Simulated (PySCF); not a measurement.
## Radial density of O⁺ (oxygen, charge +1)

r2SCAN, [He] 2s2 2p3, high-spin 4S determinant. All numbers are calculated (PySCF 2.14, the non-relativistic Hamiltonian (point nucleus), in cc-pVDZ (3s2p1d, 14 functions)).

| r (bohr) | 4πr²ρ (e/bohr) | 4πr²(ρα − ρβ) |
| --- | --- | --- |
| 0.00418 | 0.06407 | 0.0001 |
| 0.00704 | 0.1740 | 0.0002 |
| 0.0118 | 0.4543 | 0.0006 |
| 0.0199 | 1.132 | 0.0016 |
| 0.0335 | 2.578 | 0.0041 |
| 0.0563 | 5.089 | 0.0111 |
| 0.0947 | 7.865 | 0.0379 |
| 0.159 | 8.203 | 0.1670 |
| 0.268 | 4.879 | 0.6475 |
| 0.451 | 3.060 | 1.7084 |
| 0.758 | 4.450 | 2.6362 |
| 1.28 | 2.978 | 1.6761 |
| 2.15 | 0.5070 | 0.2841 |
| 3.61 | 0.01780 | 0.0146 |
